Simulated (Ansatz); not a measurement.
`[O]=[Nb]([F])([F])[Cl]` + H–F → `[O]=[Nb]([F])([F])[F]` + HCl at 600 K and 1 bar (ligand exchange at the Nb–Cl bond).

Calculated with Ansatz (gas phase, PBE0-D4/def2-TZVP geometries, no zero-point term in ΔE). CCSD(T)/CBS is the MP2 limit (def2-TZVPP, def2-QZVPP) plus CCSD(T) − MP2 in def2-TZVPP, frozen cores. This one scheme is used for every species. def2 core potentials past Kr. For Nb outer-core shells are correlated without core-valence functions, which leaves a few kJ/mol of doubt a bond.

```
                 species  CCSD(T)/CBS energy (Eh)  H − E (kJ/mol)  S (J/(mol·K))
`[O]=[Nb]([F])([F])[Cl]`               -791.70274            70.6          407.2
                     H–F               -100.39570            42.3          194.0
 `[O]=[Nb]([F])([F])[F]`               -431.71862            71.5          384.8
                     HCl               -460.38127            35.4          207.2
```

H − E and S are ideal-gas, rigid-rotor, harmonic terms from PBE0-D4/def2-TZVP. 1 Eh = 2625.50 kJ/mol, R = 8.31446 J/(mol·K).

Question: By hand: ΔE, ΔH, ΔS and ΔG.

Answer: ΔE = (-431.71862) + (-460.38127) − (-791.70274) − (-100.39570) = -0.00145 Eh = -3.8 kJ/mol. Δ(H − E) = 71.5 + 35.4 − 70.6 − 42.3 = -6.0, so ΔH = -9.8 kJ/mol. ΔS = 384.8 + 207.2 − 407.2 − 194.0 = -9.2 J/(mol·K). ΔG = -9.8 − 600 × (-9.2)/1000 = -4.3 kJ/mol.

Question: By hand: the equilibrium constant, and the temperature at which ΔG would vanish if ΔH and ΔS stayed fixed.

Answer: log₁₀ K = −ΔG/(RT ln 10) = 0.4. ΔG = 0 at ΔH/ΔS = 1065 K, though so small a ΔH makes that figure unsure.

TΔS isn't small against ΔH here. The sign of ΔG lies within the doubt. A doubt of 5 kJ/mol in ΔE shifts log₁₀ K by 0.4 here. These are equilibria of isolated gas molecules and say nothing of rates. Largest T1 diagnostic: 0.022 (customary marks: 0.02 for closed shells, 0.045 for open ones).
